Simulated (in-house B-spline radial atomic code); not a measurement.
# Solving the quasi-particle equation for 4s down of Mn

Configuration [Ar] 3d5 4s2, highest spin, start Hartree-Fock; correlation leaves out the 5 deepest shells, empty levels kept to 600 hartree. Computed with a B-spline radial code for spherical atoms: all electrons, scalar-relativistic (spin-free one-electron X2C), finite nucleus, each spin shell either full or empty, empty states to l = 9 with an (l + 1/2)⁻⁴ tail; G0W0 by contour deformation at full frequency.

At the mean-field level ε = -6.2 eV the matrix elements are Σx = -7.765 eV, v_xc = -7.765 eV and Σc(ε) = -1.028 eV, and the slope of the correlation self-energy is dΣc/dω = -0.0584. The quasi-particle energy solves E = ε + Σx − v_xc + Σc(E).

Problem. What does the linearised equation give?

Solution. Z = 1/(1 − dΣc/dω) = 1/1.0584 = 0.9448. The first-order shift is Σx − v_xc + Σc(ε) = -7.765 − (-7.765) + (-1.028) = -1.028 eV, so E ≈ ε + Z × shift = -6.2 + 0.9448 × (-1.028) = -7.171 eV.

Problem. How does that compare with the full solution and with static screening?

Solution. Solving the equation at full frequency dependence gives E = -7.170 eV, where Σc = -0.970 eV and the weight is 0.943; the linearised value is off by 1 meV. Leaving Z out would give -7.228 eV. Static COHSEX puts -1.986 eV in place of Σc and gives -8.186 eV, 1.02 eV deeper. The tabulated removal energy is 7.434 eV (NIST, measured); the run leaves out spin-orbit coupling, Breit and QED terms.
